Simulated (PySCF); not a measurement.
# Correlation energy of Tb⁵⁰⁺ (terbium, charge +50)

[Ne] 3s2 3p3, high-spin 4S determinant. Computed with PySCF 2.14 in an uncontracted even-tempered set (17 s from 12 bohr⁻², ratio 2.5; 12 p from 15 bohr⁻², ratio 2.5; 4 d from 60 bohr⁻², ratio 2.7; 4 f from 90 bohr⁻², ratio 2.7), with scalar relativity by spin-free X2C-1e. Frozen: 1s2; 13 electrons correlated; the 20 highest virtual orbitals of each spin left out.

```json
{"level": "CCSD", "correlation energy (mhartree)": "-550.59"}
{"level": "(T)", "correlation energy (mhartree)": "-0.61"}
{"level": "CCSD(T)", "correlation energy (mhartree)": "-551.20"}
```

Diagnostics: T1 = 0.00017, D1 = 0.0005, largest double amplitude 0.018.

Q: Is a single reference adequate?

A: Yes, within this model without spin-orbit coupling: T1 lies below 0.03 and no double amplitude reaches 0.07.

At this charge the one-electron X2C treatment keeps the bare 1/r₁₂, with no two-electron picture change or Breit term. The effect here is smaller than on the frozen 1s shell; and a scalar Hamiltonian misses the large spin-orbit splitting of the p shells, which matters for ns² → np² pairs.

Spin-orbit coupling is strong in this species, so the high-spin LS determinant is a model state.
